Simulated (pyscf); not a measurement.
# `[SiH3][Si][SiH3]`, singlet

Gas-phase minimum from PySCF at ωB97X-D3(BJ)/def2-SVP, one conformer. H₃Si–Si:–SiH₃ [singlet] lies 16.0 kcal/mol over its isomer cyclic H₆Si₃ (SMILES [SiH2]1[SiH2][SiH2]1), and others may lie lower still (electronic energy, ωB97M-D3(BJ)). 

```xyz
9

Si    -2.0596     0.9407     0.0843
Si    -0.0764     0.5082     1.2936
Si     0.7200    -0.6761    -0.5894
H     -2.8422    -0.3184     0.3203
H     -1.8683     1.0986    -1.3905
H     -2.8622     2.0937     0.5900
H      1.8268    -1.6364    -0.3026
H     -0.3385    -1.3836    -1.3739
H      1.2668     0.4334    -1.4399
```

Bonds (Å): Si1–Si2 2.363, Si1–H4 1.501, Si1–H5 1.496, Si1–H6 1.493, Si2–Si3 2.363, Si3–H7 1.493, Si3–H8 1.496, Si3–H9 1.501. Angles (°): Si2–Si1–H4 101.7, Si2–Si1–H5 114.6, Si2–Si1–H6 114.8, H4–Si1–H5 108.1, H4–Si1–H6 108.3, H5–Si1–H6 108.7, Si1–Si2–Si3 88.1, Si2–Si3–H7 114.8, Si2–Si3–H8 114.6, Si2–Si3–H9 101.8, H7–Si3–H8 108.7, H7–Si3–H9 108.3, H8–Si3–H9 108.1.

Properties at ωB97X-D3(BJ)/def2-SVP:

```json
{
  "harmonic_wavenumbers_unscaled": "114, 129, 169, 316, 366, 447, 452, 510, 586, 863, 895, 920, 934, 964, 966, 2201, 2202, 2227, 2230, 2244, 2247 cm⁻¹",
  "zero_point_energy": "31.4 kcal/mol",
  "rotational_symmetry_number": "2",
  "Entropy of this conformer at 298 K and 1 atm, rigid rotor and harmonic oscillator, modes under 100 cm⁻¹ raised to 100": "330.4 J/(mol K)",
  "dipole_moment": "0.08 D"
}
```

Single-point totals, which compare only within one level (frozen core for MP2 and CC):

```csv
level,total energy (hartree)
ωB97X-D3(BJ)/def2-TZVP,-872.11756
PBE/def2-TZVP,-871.57090
r²SCAN/def2-TZVP,-871.94262
B3LYP-D3(BJ)/def2-TZVP,-872.11621
PBE0-D3(BJ)/def2-TZVP,-871.66680
M06-2X/def2-TZVP,-871.95334
ωB97M-D3(BJ)/def2-TZVP,-872.15343
HF/def2-TZVPP,-870.24259
MP2/def2-TZVPP,-870.60199
CCSD/def2-TZVPP,-870.66707
CCSD(T)/def2-TZVPP,-870.68352
```

Soft torsions are taken as harmonic, which can shift the entropy by several J/(mol K). The CCSD(T) − MP2 part came from Ansatz, without density fitting, on the same reference.
